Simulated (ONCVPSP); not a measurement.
**Pseudopotential generation for niobium (Nb): ONCV, LDA (Perdew-Wang 92), fully relativistic.**

ONCVPSP 4.0.1 input, shortened (lines: element, Z, core and valence counts, functional; n l f; lmax; l rc ep ncon nbas qcut; lloc lpopt rc5 dvloc0; l nproj debl; icmod fcfact rcfact), LDA (Perdew-Wang 92), fully relativistic:

```
  Nb 41.00    6    4  -001012      upf
    1    0    2.00
    2    0    2.00
    2    1    6.00
    3    0    2.00
    3    1    6.00
    3    2   10.00
    4    0    2.00
    4    1    6.00
    4    2    3.00
    5    0    2.00
    2
    0    1.60    0.00    4    8    9.00
    1    1.20    0.00    4    7    7.10
    2    2.30    0.00    5    9    6.70
    4    1    1.10    2.00
    0    2    0.70
    1    2    1.70
    2    2    0.40
    3    4.75    1.10
```

Open shells are filled in proportion to 2j + 1.

Poles of the logarithmic derivatives, all-electron (AE) and pseudo (PS). s: poles at -1.3 (AE) and -1.3 (PS) Ha. p3/2: poles at 3.5 (AE) and 3.4 (PS) Ha. p1/2: poles at 3.1 (AE) and 3.1 (PS) Ha. d5/2: poles at 0.3, 4.3 (AE) and 0.3, 4.3 (PS) Ha. d3/2: poles at 0.3, 4.2 (AE) and 0.3, 4.3 (PS) Ha. Test radii: s 1.62, p3/2 1.22, p1/2 1.22, d5/2 2.33, d3/2 2.33 bohr.

- Cutoffs needed: 40 Ha and 91 Ha (the cutoffs (Ha) at which the residual kinetic energy of the hardest occupied pseudo-wave falls to 1 and 0.1 mHa per electron)
- Ghost test: no bound ghost flagged; GHOST(+) flagged for s at 274.3 eV
- Largest excitation error: +2.5 meV (all-electron minus pseudo) for 4s2 4p6 4d4 5s0, out of 4 test configurations
- rms error of d²Exc/dni dnj: 7.14 mHa without and 5.76 mHa with the model core
